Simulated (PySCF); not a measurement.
CH8FNOSi2, SMILES C[SiH2]O[Si@@H](N)F.

Coordinates come from a PBE0-D3(BJ)/def2-SVP optimisation. The structure was generated by enumeration; whether it is a known compound was not checked. The values are those of a single conformer.

The numbers are results of PySCF with PBE0-D3(BJ)/def2-SVP, not measurements.

Frequencies are harmonic and unscaled.

Problem. Give all harmonic wavenumbers and intensities. (Estimate from the structure and the level; the computed values follow.)

Solution. 
```tsv
mode	ν (cm⁻¹)	IR (km/mol)	moving atoms (share of kinetic energy)
1	40	0.7	H 37 %, C 22 %, Si 19 %, N 9 %
2	46	2.4	F 39 %, N 16 %, C 15 %, H 15 %, O 14 %
3	83	1.1	N 26 %, C 25 %, H 18 %, O 13 %, Si 11 %
4	163	5.4	H 73 %, F 9 %
5	182	0.0	H 94 %
6	220	10.1	Si 32 %, H 24 %, F 18 %, C 18 %
7	301	12.5	O 36 %, F 23 %, H 14 %, Si 13 %, N 12 %
8	334	10.6	H 48 %, N 19 %, F 14 %, O 12 %
9	368	134.4	H 78 %, N 16 %
10	435	82.6	Si 41 %, O 25 %, N 15 %, F 11 %
11	502	15.0	H 92 %
12	618	1.8	Si 43 %, O 27 %, H 17 %
13	698	1.6	H 46 %, C 34 %, Si 18 %
14	741	36.0	H 85 %
15	759	6.5	H 77 %, N 11 %
16	767	44.3	H 57 %, C 20 %, Si 18 %
17	825	56.6	H 59 %, N 28 %
18	849	22.5	H 53 %, F 35 %, Si 9 %
19	881	19.2	H 74 %, C 17 %
20	902	317.5	H 61 %, Si 22 %, N 12 %
21	946	224.0	H 44 %, Si 34 %, N 12 %
22	966	282.7	H 73 %, Si 17 %
23	983	171.2	H 65 %, Si 22 %
24	1082	396.7	O 69 %, Si 21 %, H 9 %
25	1266	42.9	H 77 %, C 22 %
26	1422	3.2	H 96 %
27	1434	6.8	H 96 %
28	1535	72.9	H 89 %, N 11 %
29	2221	149.8	H 97 %
30	2248	140.1	H 97 %
31	2305	158.7	H 97 %
32	3059	0.9	H 97 %
33	3167	2.4	H 91 %, C 9 %
34	3171	0.5	H 91 %, C 9 %
35	3619	45.3	H 96 %
36	3720	45.8	H 91 %, N 9 %
```
